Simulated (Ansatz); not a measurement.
Stepwise reaction of `Br[Si](Br)(Br)Br` with water, as a gas-phase model of exchange steps in deposition or etching. ΔE in kJ/mol; ΔG adds harmonic PBE0-D4 terms to CCSD(T)/CBS, at 1 bar.

Computed with Ansatz on PBE0-D4/def2-TZVP structures; ΔE is electronic, products minus reactants. CCSD(T)/CBS is the MP2 limit (def2-TZVPP, def2-QZVPP) plus CCSD(T) − MP2 in def2-TZVPP, frozen cores. This one scheme is used for every species. Functionals use def2-TZVPP. B3LYP here is the variant with VWN-RPA as its local correlation; programs differ in this. For Br outer-core shells are correlated without core-valence functions, which leaves a few kJ/mol of doubt a bond. Scalar relativity is left out up to krypton. One conformer a species, not always the lowest.

```
step                                          reaction  PBE-D4  B3LYP-D4  ωB97M-V  CCSD(T)/CBS  ΔG(500 K)
   2  `O[Si](Br)(Br)Br` + H₂O → `O[Si](O)(Br)Br` + HBr   -13.5     -23.7    -23.8        -17.8      -23.1
```

(1) Give the row of step 1, `Br[Si](Br)(Br)Br` + H₂O → `O[Si](Br)(Br)Br` + HBr. (Best estimate.)

(2) By hand: ΔE of the 2 steps together at CCSD(T)/CBS.

Results:

(1) Computed: 
| step | reaction | PBE-D4 | B3LYP-D4 | ωB97M-V | CCSD(T)/CBS | ΔG(500 K) |
| --- | --- | --- | --- | --- | --- | --- |
| 1 | `Br[Si](Br)(Br)Br` + H₂O → `O[Si](Br)(Br)Br` + HBr | -10.8 | -20.8 | -21.6 | -15.0 | -32.1 |

(2) (-15.0) + (-17.8) = -32.8 kJ/mol, or -16.4 kJ/mol a step.

In ΔE the steps differ by no more than 2.8 kJ/mol. All are downhill at CCSD(T)/CBS. ΔG lies between -32.1 and -23.1 kJ/mol a step. PBE-D4 differs from CCSD(T)/CBS by 4.2 to 4.3 kJ/mol a step. Only this route is followed, and other bonds may react first. Isolated molecules leave out the surface, adducts and barriers. Largest T1 diagnostic: 0.009.
